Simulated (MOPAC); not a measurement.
Input file for MOPAC: PM6 on GeH, 2S+1 = 2, a point of a bond scan (R = 4.337 Å).

```
PM6 1SCF PRECISE CHARGE=0 UHF MS=0.5 THREADS=1
GeH

Ge    -0.00000000 1    -0.00000000 1    -0.04867720 1
H      0.00000000 1     0.00000000 1     4.28846121 1
```

It printed:

```
*******************************************************************************
 **                                                                           **
 **                              MOPAC v23.2.5                                **
 **                                                                           **
 *******************************************************************************
 ** MOPAC's Digital Object Identifier: https://doi.org/10.5281/zenodo.6511958 **
 **                                                                           **
 ** Please cite the open-source release paper for use of this MOPAC version:  **
 ** J. E. Moussa and J. J. P. Stewart (2026)                                  **
 ** MOPAC: An open-source semiempirical molecular orbital program             **
 ** J. Open Source Softw., 11(119), 8025, https://doi.org/10.21105/joss.08025 **
 *******************************************************************************

                              PM6 CALCULATION RESULTS

 *******************************************************************************
 *  PM6        - The PM6 Hamiltonian to be used
 *  UHF        - UNRESTRICTED HARTREE-FOCK CALCULATION
 *
 *
 *
 *                 CHARGE ON SYSTEM = 0
 *
 *
 *
 *  MS=        - IN MECI, MAGNETIC COMPONENT OF SPIN =  0.5
 *  PRECISE    - TIGHTER CRITERIA TO BE USED
 *  1SCF       - DO 1 SCF AND THEN STOP
 *  THREADS=1  - MULTI-THREADING NOT USED
 *  T=         - A TIME OF 172800.0 SECONDS REQUESTED
 *  DUMP=N     - RESTART FILE WRITTEN EVERY 7200.0 SECONDS REQUESTED
 *******************************************************************************
PM6 1SCF PRECISE CHARGE=0 UHF MS=0.5 THREADS=1
 GeH

   ATOM   CHEMICAL          X               Y               Z
  NUMBER   SYMBOL      (ANGSTROMS)     (ANGSTROMS)     (ANGSTROMS)

     1      Ge         -0.00000000  *  -0.00000000  *  -0.04867720  *
     2       H          0.00000000  *   0.00000000  *   4.28846121  *



          CARTESIAN COORDINATES

    NO.       ATOM           X           Y           Z

     1        Ge         -0.0000     -0.0000     -0.0487
     2         H          0.0000      0.0000      4.2885

 General Reference for PM6:
 "Optimization of Parameters for Semiempirical Methods V: Modification of NDDO Approximations
 and Application to 70 Elements", J. J. P. Stewart, J. Mol. Mod., 13, 1173-1213 (2007)
 URL: https://link.springer.com/article/10.1007/s00894-007-0233-4

           Empirical Formula: H Ge  =     2 atoms



      MOLECULAR POINT GROUP   :   C*v


          UHF CALCULATION, NO. OF ALPHA ELECTRONS =    3
                           NO. OF BETA  ELECTRONS =    2

 -------------------------------------------------------------------------------
 PM6 1SCF PRECISE CHARGE=0 UHF MS=0.5 THREADS=1
 GeH



     1SCF WAS SPECIFIED, SO BFGS WAS NOT USED
     SCF FIELD WAS ACHIEVED


                              PM6 CALCULATION
                                                       MOPAC v23.2.5 Linux




          FINAL HEAT OF FORMATION =        150.35162 KCAL/MOL =     629.07118 KJ/MOL


          COSMO AREA              =         96.10 SQUARE ANGSTROMS
          COSMO VOLUME            =         74.15 CUBIC ANGSTROMS

          IONIZATION POTENTIAL    =          6.504989 EV
          ALPHA SOMO LUMO (EV)    =         -6.505 -1.579
          BETA  SOMO LUMO (EV)    =         -6.505 -1.579
          NO. OF ALPHA ELECTRONS  =          3
          NO. OF BETA  ELECTRONS  =          2
          MOLECULAR WEIGHT        =         73.5979         POINT GROUP:  C*v

          MOLECULAR DIMENSIONS (Angstroms)

            Atom       Atom       Distance
            H     2   Ge     1     4.33714
            H     2   Ge     1     0.00000
           Ge     1    H     2     0.00000


          SCF CALCULATIONS        =          1





   ATOM   CHEMICAL          X               Y               Z
  NUMBER   SYMBOL      (ANGSTROMS)     (ANGSTROMS)     (ANGSTROMS)

     1      Ge         -0.00000000  *  -0.00000000  *  -0.04867720  *
     2       H          0.00000000  *   0.00000000  *   4.28846121  *

                             CARTESIAN COORDINATES

   1   Ge       -0.000000000    -0.000000000    -0.048677200
   2    H        0.000000000     0.000000000     4.288461210


           Empirical Formula: H Ge  =     2 atoms



      MOLECULAR POINT GROUP   :   C*v


          ALPHA EIGENVALUES
 -12.33119 -11.18015  -6.50499  -1.57947  -0.81830


           BETA EIGENVALUES
 -12.33094  -6.50528  -1.57941  -0.81856   3.26764


              NET ATOMIC CHARGES AND DIPOLE CONTRIBUTIONS

  ATOM NO.   TYPE          CHARGE      No. of ELECS.   s-Pop       p-Pop
    1         Ge           0.000016        4.0000     2.00000     1.99999
    2          H          -0.000016        1.0000     1.00002
 DIPOLE           X         Y         Z       TOTAL
 POINT-CHG.     0.000     0.000    -0.000     0.000
 HYBRID        -0.000     0.000     0.000     0.000
 SUM           -0.000     0.000     0.000     0.000


          ATOMIC ORBITAL ELECTRON POPULATIONS

     Atom    s        px        py        pz
    1 Ge   2.00000   1.00000   0.00000   0.99999
    2  H   1.00002


                    (SZ)    =    0.500000
                    (S**2)  =    1.749695


          ATOMIC ORBITAL SPIN POPULATIONS

    Atom   Total    s     px     py     pz
         Atomic
    1 Ge  0.0002  0.000  1.000  0.000 -1.000
    2  H  0.9998  1.000

 **********************
 *                    *
 * JOB ENDED NORMALLY *
 *                    *
 **********************




 == MOPAC DONE ==
```

The run finished. Its determinant has ⟨S²⟩ = 1.75, a mixture of spin states.

Cost: roughly 0.03 core-seconds.
